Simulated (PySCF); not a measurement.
C$_{2}$H$_{2}$F (SMILES C=[C-]F), charge -1, singlet, at a GFN2-xTB geometry, with bond 4-2 at 1.6 times its length; HF/aug-cc-pVDZ in PySCF.

The PySCF input:
```python
from pyscf import gto, scf

mol = gto.Mole()
mol.atom = '''
    C     0.022352    0.647343   -0.019807
    C     1.148063   -0.072965   -0.027042
    F    -1.154235   -0.304673    0.038422
    H     1.339219   -1.830069    0.020312
    H     2.098095    0.466939   -0.067259
'''
mol.basis = 'aug-cc-pvdz'
mol.charge = -1
mol.spin = 0
mol.verbose = 4
mol.build()

mf = scf.RHF(mol)
mf.kernel()
```

### Question
What does PySCF print? Leave out banner, timings and long lists.

### Answer

```
PySCF version 2.14.0

[INPUT] verbose = 4
[INPUT] num. atoms = 5
[INPUT] num. electrons = 24
[INPUT] charge = -1
[INPUT] spin (= nelec alpha-beta = 2S) = 0
[INPUT] symmetry False subgroup None
[INPUT] Mole.unit = angstrom
[INPUT] Symbol           X                Y                Z      unit          X                Y                Z       unit  Magmom
[INPUT]  1 C      0.022352000000   0.647343000000  -0.019807000000 AA    0.042239158336   1.223300978654  -0.037429805349 Bohr   0.0
[INPUT]  2 C      1.148063000000  -0.072965000000  -0.027042000000 AA    2.169524643747  -0.137883866679  -0.051101973860 Bohr   0.0
[INPUT]  3 F     -1.154235000000  -0.304673000000   0.038422000000 AA   -2.181188033387  -0.575748527550   0.072607057158 Bohr   0.0
[INPUT]  4 H      1.339219000000  -1.830069000000   0.020312000000 AA    2.530757130814  -3.458329199057   0.038384117042 Bohr   0.0
[INPUT]  5 H      2.098095000000   0.466939000000  -0.067259000000 AA    3.964824933319   0.882386826878  -0.127101089412 Bohr   0.0

nuclear repulsion = 56.0916937509058
number of shells = 34
number of NR pGTOs = 127
number of NR cGTOs = 87
basis = aug-cc-pvdz
ecp = {}

******** <class 'pyscf.scf.hf.RHF'> ********
method = RHF
initial guess = minao
damping factor = 0
level_shift factor = 0
DIIS = <class 'pyscf.scf.diis.CDIIS'>
diis_start_cycle = 1
diis_space = 8
diis_damp = 0
SCF conv_tol = 1e-09
SCF conv_tol_grad = None
SCF max_cycles = 50
direct_scf = True
direct_scf_tol = 1e-13
Set gradient conv threshold to 3.16228e-05
Initial guess from minao.
init E= -175.917765384357
  HOMO = -0.211573663139321  LUMO = -0.00859261916150267  gap/eV = 5.52340
cycle= 1 E= -176.096020303274  delta_E= -0.178  |g|= 0.483  |ddm|= 2.47
  HOMO = -0.109660064430983  LUMO = 0.153276833359746  gap/eV = 7.15488
cycle= 2 E= -176.141111796966  delta_E= -0.0451  |g|= 0.352  |ddm|= 1.07
  HOMO = -0.13045989102014  LUMO = 0.15766367099444  gap/eV = 7.84024
cycle= 3 E= -176.162294122379  delta_E= -0.0212  |g|= 0.0561  |ddm|= 0.241
  HOMO = -0.143104481153924  LUMO = 0.158723941323261  gap/eV = 8.21317
cycle= 4 E= -176.164845879845  delta_E= -0.00255  |g|= 0.0183  |ddm|= 0.189
  HOMO = -0.141524065034482  LUMO = 0.158570898576453  gap/eV = 8.16600
cycle= 5 E= -176.16515979164  delta_E= -0.000314  |g|= 0.00841  |ddm|= 0.0638
  HOMO = -0.143381489039302  LUMO = 0.158402662412325  gap/eV = 8.21197
cycle= 6 E= -176.16523654862  delta_E= -7.68e-05  |g|= 0.00341  |ddm|= 0.0308
  HOMO = -0.143723449386781  LUMO = 0.158515175526046  gap/eV = 8.22433
cycle= 7 E= -176.165249437436  delta_E= -1.29e-05  |g|= 0.00107  |ddm|= 0.0122
  HOMO = -0.143653052267305  LUMO = 0.158529715110316  gap/eV = 8.22281
cycle= 8 E= -176.165250802749  delta_E= -1.37e-06  |g|= 0.000641  |ddm|= 0.00319
  HOMO = -0.143823710165757  LUMO = 0.158548783224829  gap/eV = 8.22797
cycle= 9 E= -176.165251139113  delta_E= -3.36e-07  |g|= 0.000154  |ddm|= 0.00236
  HOMO = -0.143834058921952  LUMO = 0.158550902266481  gap/eV = 8.22831
cycle= 10 E= -176.165251166797  delta_E= -2.77e-08  |g|= 4.53e-05  |ddm|= 0.000688
  HOMO = -0.143835538448394  LUMO = 0.15854923704306  gap/eV = 8.22831
cycle= 11 E= -176.165251169174  delta_E= -2.38e-09  |g|= 1.15e-05  |ddm|= 0.00017
  HOMO = -0.143837037608072  LUMO = 0.158549183258363  gap/eV = 8.22835
cycle= 12 E= -176.165251169328  delta_E= -1.53e-10  |g|= 3.4e-06  |ddm|= 5.58e-05
  HOMO = -0.143837258311519  LUMO = 0.158549119109198  gap/eV = 8.22835
Extra cycle  E= -176.165251169336  delta_E= -8.53e-12  |g|= 1.7e-06  |ddm|= 1.23e-05
converged SCF energy = -176.165251169336
```
